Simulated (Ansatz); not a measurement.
`C[SiH](Cl)Cl` + `C=CCC#N` → `C=C[SiH](Cl)Cl` + `CCC#N`  (formal exchange of groups at the Si–C bond)

Calculated with Ansatz (gas phase, PBE0-D4/def2-TZVP geometries, no zero-point term in ΔE). CCSD(T)/CBS is the MP2 limit (def2-TZVPP, def2-QZVPP) plus CCSD(T) − MP2 in def2-TZVPP, frozen cores. DFT in def2-TZVPP. B3LYP here is the variant with VWN-RPA as its local correlation; programs differ in this. Each species was taken in one conformer, which may not be the lowest.

`C[SiH](Cl)Cl`:

Cartesian coordinates in Å:
```
C -0.508 0.866 0.239
Si 0.500 -0.640 -0.117
Cl 0.796 -0.817 -2.137
Cl -0.482 -2.308 0.554
H -0.672 0.962 1.315
H 0.011 1.759 -0.120
H -1.478 0.802 -0.258
H 1.831 -0.624 0.523
```

`C=CCC#N`:

```xyz
10

C     0.594    1.257   -0.570
C    -0.283    0.287   -0.768
C    -0.550   -0.856    0.169
C     0.263   -0.831    1.373
N     0.913   -0.798    2.320
H     1.210    1.296    0.323
H     0.723    2.046   -1.300
H    -0.887    0.272   -1.671
H    -1.605   -0.861    0.466
H    -0.377   -1.810   -0.342
```

`C=C[SiH](Cl)Cl`:

Cartesian coordinates in Å:
```
C 0.847 0.777 1.099
C 0.161 0.738 -0.040
Si -0.585 -0.835 -0.634
Cl -2.615 -0.640 -0.814
Cl 0.166 -1.332 -2.472
H 0.990 -0.109 1.712
H 1.297 1.693 1.471
H 0.040 1.647 -0.625
H -0.301 -1.940 0.304
```

`CCC#N`:

```xyz
9

C    -0.545   -0.765    0.400
C    -0.122    0.455   -0.413
C     1.262    0.831   -0.170
N     2.357    1.114    0.034
H    -0.448   -0.574    1.469
H    -1.586   -1.011    0.186
H     0.072   -1.631    0.153
H    -0.753    1.316   -0.175
H    -0.238    0.265   -1.484
```

```csv
species,B3LYP energy (Eh)
`C[SiH](Cl)Cl`,-1250.63127
`C=CCC#N`,-210.23096
`C=C[SiH](Cl)Cl`,-1288.71876
`CCC#N`,-172.14004
```

Work out ΔE.

ΔE = (-1288.71876) + (-172.14004) − (-1250.63127) − (-210.23096) = 0.00343 Eh = +2.2 kcal/mol. CCSD(T)/CBS gives +2.5 kcal/mol.

Largest T1 diagnostic among the species: 0.012.

In def2-TZVPP, CCSD(T) changes the Hartree–Fock value by +1.1 kcal/mol (the triples alone add +0.0 kcal/mol) and MP2 by +1.4 kcal/mol.
